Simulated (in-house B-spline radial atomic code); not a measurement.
# KLI/ALDAx excitations of Pb2+

Method: KLI/ALDAx. Computed with a B-spline radial code for spherical atoms: linear response of the closed shell [Xe] 4f14 5d10 6s2 with the adiabatic LDA exchange kernel on the exchange-only KLI potential; scalar-relativistic (spin-free one-electron X2C), finite nucleus, no spin-orbit coupling, no double excitations, S, P, D and F terms only; shells from n = 4 respond. Only terms of natural parity with L up to 3 were computed.

Spin-orbit coupling is strong here, so these LS terms don't match observed levels.

Command:
```bash
python run_td.py task.json out
```
Settings (radii: box in bohr, nucleus in fm):
```
Z                        82
electrons                80
configuration            [Xe] 4f14 5d10 6s2
hamiltonian              x2c
method                   kli
box_radius               29.48
rms_radius               5.5012
intervals                106
```

Time taken, with all properties: 9.7 s on 1 thread of Arm Neoverse N1, on a shared host.

The lowest states, in the order of their Tamm-Dancoff energies; the method's threshold (minus the highest occupied level) is 30.24 eV. Labels give the largest channel, * marks a mixed state, and oscillator strengths are full-response dipole values. Semilocal kernels can invert the small singlet-triplet splittings of Rydberg terms. Energies in eV:

```json
{"state": "6s → 6p 3P", "full response": "8.798", "Tamm-Dancoff": "8.900", "oscillator strength": "-"}
{"state": "6s → 6p 1P", "full response": "?", "Tamm-Dancoff": "?", "oscillator strength": "?"}
{"state": "6s → 7s 3S", "full response": "17.209", "Tamm-Dancoff": "17.217", "oscillator strength": "-"}
{"state": "6s → 7s 1S", "full response": "?", "Tamm-Dancoff": "?", "oscillator strength": "-"}
{"state": "6s → 6d 3D", "full response": "18.232", "Tamm-Dancoff": "18.248", "oscillator strength": "-"}
{"state": "6s → 6d 1D", "full response": "18.697", "Tamm-Dancoff": "18.703", "oscillator strength": "-"}
```

Problem. Where does 6s → 6p 1P lie?

Solution. At 11.447 eV in full response, 11.813 eV in Tamm-Dancoff, oscillator strength 1.47.

Problem. Where does 6s → 7s 1S lie?

Solution. At 17.819 eV in full response, 17.845 eV in Tamm-Dancoff.

Problem. How large is the singlet-triplet splitting of 6s → 6p (P terms) in Tamm-Dancoff?

Solution. 2.91 eV, from the unrounded values.

Problem. What polarisabilities and dispersion coefficient does the method give?

Solution. Dipole 13.5 bohr³, quadrupole 48.91 bohr⁵, C6 93.36 hartree·bohr⁶ for two such species.
